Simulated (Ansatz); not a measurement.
GeEt3(NHMe) (C₇H₁₉GeN). The state is a singlet with charge 0. Geometry r2SCAN-D4/def2-SVP.

```
atom   x (Å)   y (Å)   z (Å)
 Ge1   0.041   0.015  -0.003
  C2  -1.534  -0.427  -1.086
  C3  -2.621   0.646  -1.016
  H4  -1.922  -1.408  -0.757
  H5  -1.198  -0.573  -2.128
  H6  -3.476   0.413  -1.673
  H7  -3.015   0.755   0.008
  H8  -2.226   1.630  -1.313
  C9   1.357  -1.456  -0.028
 C10   1.869  -1.766  -1.434
 H11   0.899  -2.351   0.430
 H12   2.194  -1.170   0.635
 H13   2.645  -2.549  -1.434
 H14   1.057  -2.115  -2.094
 H15   2.306  -0.871  -1.907
 C16  -0.463   0.453   1.843
 C17  -1.208  -0.682   2.546
 H18  -1.078   1.369   1.809
 H19   0.451   0.718   2.404
 H20  -1.490  -0.413   3.578
 H21  -2.137  -0.949   2.015
 H22  -0.597  -1.597   2.606
 N23   0.725   1.555  -0.771
 C24   1.924   2.170  -0.236
 H25   0.739   1.521  -1.789
 H26   2.064   3.188  -0.642
 H27   1.828   2.283   0.857
 H28   2.868   1.612  -0.419
```

(1) Estimate the orbital energies around the gap (eV) in Ansatz with PBE-D4/def2-SVP, PBE-D4/def2-TZVP, PBE0-D4/def2-SVP, PBE0-D4/def2-TZVP, CAM-B3LYP-D4/def2-TZVP.

## Answers

(1) 
```tsv
orbital	PBE-D4/def2-SVP	PBE-D4/def2-TZVP	PBE0-D4/def2-SVP	PBE0-D4/def2-TZVP	CAM-B3LYP-D4/def2-TZVP
HOMO−5	-8.11	-8.22	-9.60	-9.66	-11.14
HOMO−4	-7.92	-8.02	-9.40	-9.45	-10.91
HOMO−3	-7.28	-7.37	-8.69	-8.73	-10.13
HOMO−2	-6.36	-6.44	-7.67	-7.69	-9.06
HOMO−1	-6.28	-6.36	-7.55	-7.57	-8.92
HOMO	-4.61	-4.81	-6.02	-6.15	-7.54
LUMO	0.51	0.00	1.36	0.80	1.58
LUMO+1	0.83	0.35	1.69	1.17	1.98
LUMO+2	1.22	0.65	2.08	1.45	2.23
LUMO+3	1.29	0.74	2.16	1.55	2.35
LUMO+4	1.90	1.33	2.80	2.17	3.02
LUMO+5	2.08	1.57	3.01	2.42	3.22
```
